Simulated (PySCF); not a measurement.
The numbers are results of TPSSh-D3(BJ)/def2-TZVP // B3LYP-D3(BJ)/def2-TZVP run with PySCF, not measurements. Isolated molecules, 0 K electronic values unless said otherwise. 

Reference species (SMILES): `[AlH3]` (neutral, multiplicity 1).

```
Quantity         Value
-------------  -------
HOMO–LUMO gap  6.04 eV
dipole moment   0.00 D
```

Changed species: `[I][Al]([I])[I]` (3 of 3 H replaced by I; the reference has 0 of 3 H replaced by I).

What does the change do to the HOMO–LUMO gap and dipole moment?

the HOMO–LUMO gap decreases by 1.17 eV, to 4.87 eV; the dipole moment stays essentially unchanged.
